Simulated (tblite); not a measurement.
Species: C₄H₁₂N₂Si.
SMILES with atom numbers: `[NH2:1][CH2:2][C@H:3]1[CH2:4][CH2:5][NH:6][SiH2:7]1` (hydrogens: H8, H9 on N1; H10, H11 on C2; H12 on C3; H13, H14 on C4; H15, H16 on C5; H17 on N6; H18, H19 on Si7)

Cartesian coordinates in Å at the GFN2-xTB level; atoms count from 1:
```xyz
19
C4H12N2Si angstrom
N     -2.6904    0.2511   -0.3005
C     -1.4417   -0.4360   -0.5730
C     -0.3931   -0.3433    0.5458
C      0.8296   -1.2183    0.2502
C      1.8110   -0.4159   -0.5994
N      1.8250    0.9210   -0.0413
Si     0.3664    1.3992    0.7173
H     -3.0836   -0.0861    0.5729
H     -2.5226    1.2457   -0.1921
H     -1.6902   -1.4887   -0.7532
H     -1.0377   -0.0267   -1.5029
H     -0.8697   -0.6974    1.4651
H      0.5502   -2.1467   -0.2520
H      1.3174   -1.4717    1.1931
H      1.4930   -0.4116   -1.6517
H      2.8155   -0.8502   -0.5554
H      2.5138    1.5393   -0.4336
H      0.6050    1.8203    2.1004
H     -0.4077    2.4253    0.0031
```

Method: GFN2-xTB as coded in tblite; computed harmonic values from a numerical Hessian at the method's own geometry, unscaled. This tight-binding method is rough: wavenumbers can miss measured ones by several per cent, in bad cases by 10 to 20. Modes of hydrogen on silicon can be 10 to 20 % off. One conformer, not necessarily the lowest.

Harmonic wavenumbers (cm⁻¹): 77.7, 109.0, 169.4, 220.8, 300.8, 313.9, 360.2, 407.3, 495.6, 519.8, 540.0, 584.9, 664.8, 730.3, 808.5, 846.4, 869.8, 907.4, 946.0, 969.9, 1003.6, 1068.3, 1072.5, 1102.5, 1122.7, 1137.7, 1160.3, 1187.4, 1239.4, 1272.2, 1307.1, 1321.0, 1332.2, 1340.9, 1361.6, 1480.5, 1493.5, 1507.5, 1575.6, 2187.5, 2247.3, 2858.5, 2918.9, 2928.5, 2930.8, 2960.0, 2966.8, 2982.2, 3379.6, 3411.0, 3489.5.

A = 3398, B = 1687, C = 1316 MHz; mass 116.077 u (most abundant isotopes); point group C1, symmetry number 1.

Zero-point energy?

½Σν̃ = 35095 cm⁻¹ = 419.83 kJ/mol.

Entropy at 200 K, 1 bar (ideal gas, RRHO, classical rotation)?

Translation 159.85, rotation 112.78, vibration 52.11: S = 324.7 J/(mol K).

And Cp and H(200 K) − H(0)?

Cp = 103.14 J/(mol K), of which vibrations give 69.88 (their classical limit is 51 R = 424.0); H(200 K) − H(0) = 12.88 kJ/mol without the zero-point energy, 6.23 from vibrations.

What must be added to the electronic energy to get the Gibbs energy at 200 K and 1 bar?

ZPE + [H(200 K) − H(0)] − T·S = 419.83 + 12.88 − 64.95 = 367.76 kJ/mol.

How do the functions run with temperature in this model?

```csv
T (K),S (J/(mol K)),Cp (J/(mol K)),H − H(0) (kJ/mol),G − H(0) (kJ/mol),ln q(vib)
150,298.1,83.0,8.24,-36.48,1.61
250,350.0,124.5,18.57,-68.94,3.48
298.15,373.8,145.9,25.08,-86.36,4.45
400,422.8,189.5,42.19,-126.94,6.61
600,513.3,257.2,87.29,-220.71,11.06
900,631.0,322.1,175.01,-392.90,17.70
```

q(vib) and H(0) count from the zero-point level.

Hindered rotation and anharmonicity are outside this model. Other conformers, if any are populated, would add a mixing term that is left out. The structure is chiral; the term R ln 2 for an equal mix with its mirror image is left out.

Hardware: one thread of an Arm Neoverse V1, shared host with 32 logical CPUs at a one-minute load of 9.4. Cost: 0.68 s of wall time. The figure is for the frequency step alone.
